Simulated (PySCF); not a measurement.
Frontier orbitals and the lowest excitations

Species: SiF4.
Z-matrix (Å and degrees, PBE0-D3(BJ)/def2-TZVP geometry), rows numbered from 1:
```
F 
Si  1  1.5615
F   2  1.5615  1  109.48
F   2  1.5611  1  109.44  3   119.97
F   2  1.5620  1  109.52  3  -120.02
```

Method: TDDFT CAM-B3LYP/aug-cc-pVTZ, vertical, gas phase, core orbitals frozen in the response in PySCF 2.14.0, density-fitted response routines. Isolated species at its PBE0-D3(BJ)/def2-TZVP geometry, gas phase.

Kohn–Sham orbitals with the atoms that hold most of them (Löwdin shares over 4%, at most four atoms; ? is withheld):

| orbital | ε (eV) | atoms |
| --- | --- | --- |
| LUMO+2 | 0.98 | Si2 86% |
| LUMO+1 | 0.98 | Si2 86% |
| LUMO | ? | ? |
| HOMO | -14.43 | F5 34%, F3 32%, F4 22%, Si2 9% |
| HOMO-1 | -14.43 | F1 34%, F5 32%, F4 23%, Si2 9% |
| HOMO-2 | -14.43 | F3 34%, F1 31%, F4 24%, Si2 9% |
| HOMO-3 | -15.42 | F5 23%, F3 23%, F1 23%, F4 23% |

(1) Which atoms hold the LUMO, and with what shares?

(2) What is the LUMO energy, and the HOMO–LUMO gap?

Results:

(1) Si2 (bonded to 4 F) 75%; F5 (bonded to Si) 6%; F1 (bonded to Si) 6%; F3 (bonded to Si) 6%. By element: silicon 75%, fluorine 19% or more.

(2) ε(LUMO) = 0.10 eV; the gap is 14.53 eV (0.5341 hartree).

Within 0.005 eV of a neighbour in this list lie HOMO-2/HOMO-1/HOMO and LUMO+1/LUMO+2 (point group found: Td); within a degenerate set the shares of single atoms can hang on how the components are chosen.

**Question.** The HOMO–LUMO gap is 14.53 eV. Where does the response calculation put the lowest singlet, and from which orbitals?

**Answer.** S1 is at 10.94 eV (f = 0.0000), 3.59 eV below the gap, made of HOMO-2/HOMO-1/HOMO→LUMO (≥77%). S1/S2/S3 lie within about 0.01 eV of each other. 

Next come S2 at 10.94 eV (f 0.0000), HOMO-2/HOMO-1/HOMO→LUMO (≥84%); S3 at 10.94 eV (f 0.0000), HOMO-2/HOMO-1/HOMO→LUMO (≥80%); S4 at 12.06 eV (f 0.0011), HOMO-6→LUMO (66%), HOMO-2/HOMO-1/HOMO→LUMO+3 (≥9%); S5 at 12.06 eV (f 0.0010), HOMO-7→LUMO (66%).

Orbitals of the list HOMO-3 to LUMO+2 that lie within 0.01 eV of each other are written together with a slash and their weights summed (≥ marks a lower bound); for degenerate orbitals outside that list single weights are arbitrary.
